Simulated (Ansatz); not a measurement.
## Molecular dynamics of C$_{2}$H$_{5}$FOSe

Input:

```yaml
crystal:
  periodic: [false, false, false]
  atoms:
    - { symbol: C, position_ang: [-0.931544, 0.066666, 1.717276] }
    - { symbol: O, position_ang: [-0.149647, 0.59727, 0.231153] }
    - { symbol: C, position_ang: [0.26742, -0.380378, -0.692905] }
    - { symbol: F, position_ang: [-0.73964, -1.250593, -0.975567] }
    - { symbol: Se, position_ang: [0.787162, 0.439668, -2.434822] }
    - { symbol: H, position_ang: [-1.122716, 0.88416, 0.19494] }
    - { symbol: H, position_ang: [-0.899153, -1.039658, 1.548127] }
    - { symbol: H, position_ang: [-0.094953, 0.293905, 2.422999] }
    - { symbol: H, position_ang: [1.111763, -0.916666, -0.20932] }
    - { symbol: H, position_ang: [1.854408, 1.254429, -1.798981] }
basis:
  gaussian: { orbitals: def2-SVP }
hamiltonian:
  xc: pbe
md:
  timestep: 0.5
  n_steps: 200
  ensemble: nve
  temperature: 100.0
  initial_velocities: maxwell_boltzmann
  seed: 10483
```

Launched with:

```bash
$ ansatz run input.yaml --threads 2 --pin off --max-ram 3072MiB --backend cpu --events-out ev --progress --plain --runs-dir out
```

It starts at the highest image of a converged band. Of that band: Neighbouring images differ by up to 2.2 eV, so the band resolves the path poorly. A vibrational analysis at the climbing image gives one clearly imaginary mode, 765i cm⁻¹: a first-order saddle point.

Output, in part (one step line in 4, the closing report, with atoms numbered from 0):

```
md step     0: t =     0.00 fs  T =   100.0 K  F+E_penalty+E_count = -72233.77593577 eV  E_kin = 0.103408 eV  conserved = -72233.67252777 eV  (31 SCF iters)
md step     4: t =     2.00 fs  T =    83.5 K  F+E_penalty+E_count = -72233.75867390 eV  E_kin = 0.086381 eV  conserved = -72233.67229338 eV  (32 SCF iters)
md step     8: t =     4.00 fs  T =    71.6 K  F+E_penalty+E_count = -72233.74637840 eV  E_kin = 0.074059 eV  conserved = -72233.67231921 eV  (31 SCF iters)
md step    12: t =     6.00 fs  T =    63.9 K  F+E_penalty+E_count = -72233.73854126 eV  E_kin = 0.066127 eV  conserved = -72233.67241416 eV  (31 SCF iters)
md step    16: t =     8.00 fs  T =    46.7 K  F+E_penalty+E_count = -72233.72049486 eV  E_kin = 0.048295 eV  conserved = -72233.67219986 eV  (25 SCF iters)
md step    20: t =    10.00 fs  T =    55.7 K  F+E_penalty+E_count = -72233.72993728 eV  E_kin = 0.057616 eV  conserved = -72233.67232153 eV  (32 SCF iters)
md step    24: t =    12.00 fs  T =    69.6 K  F+E_penalty+E_count = -72233.74438592 eV  E_kin = 0.071942 eV  conserved = -72233.67244431 eV  (31 SCF iters)
md step    28: t =    14.00 fs  T =    67.1 K  F+E_penalty+E_count = -72233.74169739 eV  E_kin = 0.069430 eV  conserved = -72233.67226733 eV  (31 SCF iters)
md step    32: t =    16.00 fs  T =    73.1 K  F+E_penalty+E_count = -72233.74802372 eV  E_kin = 0.075581 eV  conserved = -72233.67244282 eV  (32 SCF iters)
md step    36: t =    18.00 fs  T =    61.5 K  F+E_penalty+E_count = -72233.73598527 eV  E_kin = 0.063617 eV  conserved = -72233.67236780 eV  (32 SCF iters)
md step    40: t =    20.00 fs  T =    44.3 K  F+E_penalty+E_count = -72233.71804012 eV  E_kin = 0.045812 eV  conserved = -72233.67222778 eV  (32 SCF iters)
md step    44: t =    22.00 fs  T =    46.7 K  F+E_penalty+E_count = -72233.72064604 eV  E_kin = 0.048252 eV  conserved = -72233.67239363 eV  (32 SCF iters)
md step    48: t =    24.00 fs  T =    42.3 K  F+E_penalty+E_count = -72233.71601964 eV  E_kin = 0.043710 eV  conserved = -72233.67230916 eV  (32 SCF iters)
md step    52: t =    26.00 fs  T =    46.9 K  F+E_penalty+E_count = -72233.72069591 eV  E_kin = 0.048467 eV  conserved = -72233.67222862 eV  (31 SCF iters)
md step    56: t =    28.00 fs  T =    71.1 K  F+E_penalty+E_count = -72233.74598276 eV  E_kin = 0.073517 eV  conserved = -72233.67246607 eV  (31 SCF iters)
md step    60: t =    30.00 fs  T =    75.8 K  F+E_penalty+E_count = -72233.75068004 eV  E_kin = 0.078351 eV  conserved = -72233.67232882 eV  (32 SCF iters)
md step    64: t =    32.00 fs  T =    81.7 K  F+E_penalty+E_count = -72233.75676000 eV  E_kin = 0.084469 eV  conserved = -72233.67229104 eV  (31 SCF iters)
md step    68: t =    34.00 fs  T =    97.1 K  F+E_penalty+E_count = -72233.77283433 eV  E_kin = 0.100369 eV  conserved = -72233.67246548 eV  (31 SCF iters)
md step    72: t =    36.00 fs  T =    94.0 K  F+E_penalty+E_count = -72233.76948421 eV  E_kin = 0.097154 eV  conserved = -72233.67233026 eV  (31 SCF iters)
md step    76: t =    38.00 fs  T =    96.4 K  F+E_penalty+E_count = -72233.77198379 eV  E_kin = 0.099702 eV  conserved = -72233.67228220 eV  (31 SCF iters)
md step    80: t =    40.00 fs  T =   111.5 K  F+E_penalty+E_count = -72233.78777509 eV  E_kin = 0.115292 eV  conserved = -72233.67248266 eV  (32 SCF iters)
md step    84: t =    42.00 fs  T =   106.8 K  F+E_penalty+E_count = -72233.78278477 eV  E_kin = 0.110453 eV  conserved = -72233.67233190 eV  (32 SCF iters)
md step    88: t =    44.00 fs  T =   106.4 K  F+E_penalty+E_count = -72233.78235626 eV  E_kin = 0.110001 eV  conserved = -72233.67235566 eV  (31 SCF iters)
md step    92: t =    46.00 fs  T =   106.0 K  F+E_penalty+E_count = -72233.78204845 eV  E_kin = 0.109569 eV  conserved = -72233.67247920 eV  (31 SCF iters)
md step    96: t =    48.00 fs  T =    86.2 K  F+E_penalty+E_count = -72233.76142858 eV  E_kin = 0.089164 eV  conserved = -72233.67226446 eV  (32 SCF iters)
md step   100: t =    50.00 fs  T =    80.8 K  F+E_penalty+E_count = -72233.75593993 eV  E_kin = 0.083578 eV  conserved = -72233.67236211 eV  (31 SCF iters)
md step   104: t =    52.00 fs  T =    78.2 K  F+E_penalty+E_count = -72233.75321161 eV  E_kin = 0.080845 eV  conserved = -72233.67236686 eV  (31 SCF iters)
md step   108: t =    54.00 fs  T =    77.3 K  F+E_penalty+E_count = -72233.75216117 eV  E_kin = 0.079923 eV  conserved = -72233.67223843 eV  (33 SCF iters)
md step   112: t =    56.00 fs  T =   100.0 K  F+E_penalty+E_count = -72233.77578752 eV  E_kin = 0.103414 eV  conserved = -72233.67237303 eV  (32 SCF iters)
md step   116: t =    58.00 fs  T =   121.0 K  F+E_penalty+E_count = -72233.79759662 eV  E_kin = 0.125159 eV  conserved = -72233.67243777 eV  (33 SCF iters)
md step   120: t =    60.00 fs  T =   129.7 K  F+E_penalty+E_count = -72233.80638182 eV  E_kin = 0.134101 eV  conserved = -72233.67228128 eV  (31 SCF iters)
md step   124: t =    62.00 fs  T =   148.8 K  F+E_penalty+E_count = -72233.82628851 eV  E_kin = 0.153829 eV  conserved = -72233.67245920 eV  (31 SCF iters)
md step   128: t =    64.00 fs  T =   150.2 K  F+E_penalty+E_count = -72233.82777547 eV  E_kin = 0.155348 eV  conserved = -72233.67242793 eV  (31 SCF iters)
md step   132: t =    66.00 fs  T =   140.0 K  F+E_penalty+E_count = -72233.81701159 eV  E_kin = 0.144764 eV  conserved = -72233.67224751 eV  (32 SCF iters)
md step   136: t =    68.00 fs  T =   149.5 K  F+E_penalty+E_count = -72233.82702107 eV  E_kin = 0.154605 eV  conserved = -72233.67241603 eV  (32 SCF iters)
md step   140: t =    70.00 fs  T =   152.8 K  F+E_penalty+E_count = -72233.83041684 eV  E_kin = 0.158049 eV  conserved = -72233.67236762 eV  (32 SCF iters)
md step   144: t =    72.00 fs  T =   156.4 K  F+E_penalty+E_count = -72233.83403501 eV  E_kin = 0.161723 eV  conserved = -72233.67231245 eV  (32 SCF iters)
md step   148: t =    74.00 fs  T =   166.1 K  F+E_penalty+E_count = -72233.84428167 eV  E_kin = 0.171796 eV  conserved = -72233.67248591 eV  (34 SCF iters)
md step   152: t =    76.00 fs  T =   153.7 K  F+E_penalty+E_count = -72233.83129151 eV  E_kin = 0.158938 eV  conserved = -72233.67235398 eV  (33 SCF iters)
md step   156: t =    78.00 fs  T =   139.8 K  F+E_penalty+E_count = -72233.81684870 eV  E_kin = 0.144524 eV  conserved = -72233.67232427 eV  (34 SCF iters)
md step   160: t =    80.00 fs  T =   130.8 K  F+E_penalty+E_count = -72233.80768280 eV  E_kin = 0.135256 eV  conserved = -72233.67242691 eV  (34 SCF iters)
md step   164: t =    82.00 fs  T =   111.5 K  F+E_penalty+E_count = -72233.78754257 eV  E_kin = 0.115268 eV  conserved = -72233.67227453 eV  (34 SCF iters)
md step   168: t =    84.00 fs  T =   108.4 K  F+E_penalty+E_count = -72233.78437149 eV  E_kin = 0.112077 eV  conserved = -72233.67229451 eV  (33 SCF iters)
md step   172: t =    86.00 fs  T =   116.8 K  F+E_penalty+E_count = -72233.79324657 eV  E_kin = 0.120795 eV  conserved = -72233.67245200 eV  (34 SCF iters)
md step   176: t =    88.00 fs  T =   111.2 K  F+E_penalty+E_count = -72233.78727709 eV  E_kin = 0.115030 eV  conserved = -72233.67224679 eV  (35 SCF iters)
md step   180: t =    90.00 fs  T =   123.5 K  F+E_penalty+E_count = -72233.80008398 eV  E_kin = 0.127711 eV  conserved = -72233.67237337 eV  (35 SCF iters)
md step   184: t =    92.00 fs  T =   130.8 K  F+E_penalty+E_count = -72233.80779276 eV  E_kin = 0.135281 eV  conserved = -72233.67251161 eV  (35 SCF iters)
md step   188: t =    94.00 fs  T =   112.0 K  F+E_penalty+E_count = -72233.78806960 eV  E_kin = 0.115812 eV  conserved = -72233.67225741 eV  (34 SCF iters)
md step   192: t =    96.00 fs  T =   107.7 K  F+E_penalty+E_count = -72233.78377057 eV  E_kin = 0.111364 eV  conserved = -72233.67240634 eV  (34 SCF iters)
md step   196: t =    98.00 fs  T =    99.6 K  F+E_penalty+E_count = -72233.77533642 eV  E_kin = 0.102983 eV  conserved = -72233.67235338 eV  (35 SCF iters)
md step   200: t =   100.00 fs  T =    95.1 K  F+E_penalty+E_count = -72233.77059944 eV  E_kin = 0.098362 eV  conserved = -72233.67223747 eV  (33 SCF iters)
Total energy: -72233.77062776 eV, -2654.5421087620 hartree
Atom 0 at    -0.718874     0.216897     1.675720 Å, force     0.011625    -0.872643     0.192586 eV/Å
Atom 1 at    -0.338273     0.604884     0.346018 Å, force     0.366438     0.408791    -0.027017 eV/Å
Atom 2 at     0.235455    -0.488977    -0.803999 Å, force     1.250604     0.976526     0.419099 eV/Å
Atom 3 at    -0.726762    -1.332271    -1.032432 Å, force    -1.250869    -1.027894    -0.324363 eV/Å
Atom 4 at     0.794873     0.450791    -2.415376 Å, force    -0.129205     0.003771    -0.512699 eV/Å
Atom 5 at    -1.018191     1.170498    -0.077517 Å, force     0.025812    -0.141785    -0.066881 eV/Å
Atom 6 at    -1.418408    -0.669882     1.571578 Å, force     0.315858     0.399073     0.255336 eV/Å
Atom 7 at     0.250653    -0.101902     2.167274 Å, force    -0.597104     0.188883    -0.166200 eV/Å
Atom 8 at     1.067008    -0.933339    -0.214840 Å, force    -0.046434     0.025076     0.057825 eV/Å
Atom 9 at     1.962103     1.061924    -1.744644 Å, force     0.053275     0.040203     0.172314 eV/Å
Dipole moment:     0.311037     0.000487    -0.602123 e Å
```

All steps were run. The conserved energy stayed within 0.034 meV per atom of its start (net change 0.029 meV per atom), so the integration is sound. A run of 0.1 ps of so small a system gives no equilibrium averages. The orbitals stay closed-shell, which can raise the energy where a bond breaks towards radicals; this wasn't checked here.

The step under study would form O2–H6 and break C1–H6. These pairs go: O2–H6 1.02 → 0.98 Å, C1–H6 1.74 → 2.02 Å. In the last frame they stand as after the step (other bonds may differ from the relaxed reactants and products). It ends as one piece, C2H5FOSe. Pairs count as bonded within 1.25 times the sum of covalent radii (0.12 Å more for H–H).

Last frame:

```xyz
10
Properties=species:S:1:pos:R:3
C -0.719 0.217 1.676
O -0.338 0.605 0.346
C 0.235 -0.489 -0.804
F -0.727 -1.332 -1.032
Se 0.795 0.451 -2.415
H -1.018 1.171 -0.077
H -1.418 -0.670 1.572
H 0.251 -0.102 2.167
H 1.067 -0.933 -0.215
H 1.962 1.062 -1.745
```

Time of the run: 7.8 min on 2 threads of Arm Neoverse V1, with other jobs on the host, peak memory 0.16 GiB.
